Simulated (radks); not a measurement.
Results of a calculation; reference values are marked as such.
Orbital eigenvalues (eV) of neutral strontium, [Kr] 5s2, at several levels of relativity; Dirac values are averaged over j with weights 2j + 1. Spin-unpolarised spherical Kohn-Sham, PBEsol, point nucleus unless stated (finite: rms radius 4.224 fm), a radial shooting solver on a logarithmic mesh with Libxc functionals. A level marked "c x" has the speed of light scaled by that factor.

shell,non-rel.,"scalar-rel., finite nucleus","Dirac, finite nucleus","Dirac, c x 100","change of magnitude, last against first (%)"
1s,-15601,-15926,-15920,-15601,0.00
2s,-2082.8,-2156.6,-2155.4,-2082.8,0.00
2p,-1898.0,-1916.7,-1916.4,-1898.0,0.00
3s,-320.87,-333.28,-333.12,-320.87,0.00
3p,-253.26,-255.90,-255.90,-253.26,0.00
3d,-130.77,-128.02,-127.94,-130.77,0.00
4s,-39.567,-40.874,-40.857,-39.567,0.00
4p,-22.925,-22.807,-22.815,-22.925,0.00
5s,-3.4869,-3.5362,-3.5358,-3.4869,0.00
